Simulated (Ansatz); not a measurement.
Ansatz (a quantum-chemistry and plane-wave program) input (PBE/def2-SVP):

Ansatz 0.2 input:
```yaml
crystal:
  periodic: [false, false, false]
  atoms:
    - {symbol: Hf, position_ang: [0.00000000, -0.00000000, 0.00000000]}
    - {symbol: F, position_ang: [1.89646118, -0.21731765, -0.11965424]}
    - {symbol: F, position_ang: [-0.91429806, -0.45298493, 1.61770603]}
    - {symbol: F, position_ang: [-0.98216312, 0.67030258, -1.49805179]}
basis:
  gaussian:
    orbitals: def2-SVP
hamiltonian:
  xc: {name: PBE}
magnetization: {spin_polarized: true, initial_magnetization: 1}
output: {forces: true}
```

Output:

```
WARN ansatz: RAYON_NUM_THREADS=1 ignored (pool sized by the plan → 1); use --threads N
Functional definition: PBE
integrals: 0.02 GiB planned
758 factors; their error is unknown
mean field: 0.21 GiB planned
mean field evaluation 1: about -9444.1663 eV, gradient 4.2e1 eV
mean field evaluation 2: about -9377.8475 eV, gradient 1.5e2 eV
mean field evaluation 4: about -9449.8105 eV, gradient 3.8e0 eV
mean field evaluation 8: about -9449.8043 eV, gradient 1.1e-1 eV
mean field evaluation 16: about -9449.8043 eV, gradient 1.5e-5 eV
mean field -9449.80433000 eV, -347.2739038200 hartree, gradient 1.5e-5 eV, S^2 0.751434; 0 other end points of the search recorded, 0 dependent functions left out
the calculation of the forces begins
reference -9449.80439039 eV, -347.2739060392 hartree; 20, 19 occupied and 54, 55 virtual orbitals, 758 factors
Total energy: -9449.80439039 eV, -347.2739060392 hartree
Atom 0 at     0.000000    -0.000000     0.000000 Å, force     0.000674    -0.000077    -0.000042 eV/Å
Atom 1 at     1.896461    -0.217318    -0.119654 Å, force     0.132313    -0.015162    -0.008348 eV/Å
Atom 2 at    -0.914298    -0.452985     1.617706 Å, force    -0.064131    -0.031482     0.112654 eV/Å
Atom 3 at    -0.982163     0.670303    -1.498052 Å, force    -0.068856     0.046721    -0.104263 eV/Å
Dipole moment:     0.000001    -0.000000    -0.000000 e Å
```
